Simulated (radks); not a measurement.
Results of a calculation; reference values are marked as such.
Task: These are the eigenvalues of the occupied orbitals of an atom or ion with whole-number occupations (Ry). Level of theory: scalar-relativistic Kohn-Sham, PBE, spin-unpolarised, spherical densities, finite nucleus; Fermi nuclear charge, rms radius of each element as measured or else 0.836 A^(1/3) + 0.57 fm (a radial shooting solver on a logarithmic mesh with Libxc functionals).

orbital  eigenvalue
1s        -6293.508
2s        -1123.462
2p        -967.1306
3s        -270.7724
3p        -225.7505
3d        -179.0062
4s        -63.08348
4p        -48.31757
4d        -30.97948
5s        -12.99972
4f        -11.79343
5p         -8.94761
5d         -4.36976

Which element is it, and in what charge state? The configuration may be excited.

Result: Z = 81, thallium, charge +4: Tl4+ in [Xe] 4f14 5d9. The list shows which subshells hold electrons but not how many an open one holds; the 1s level, -3146.8 hartree, gives Z - s = 79.3 by -(Z - s)^2/2, which with screening and relativity narrows Z to a few neighbours, and the depths of the outer levels then fix element, charge and occupations together.
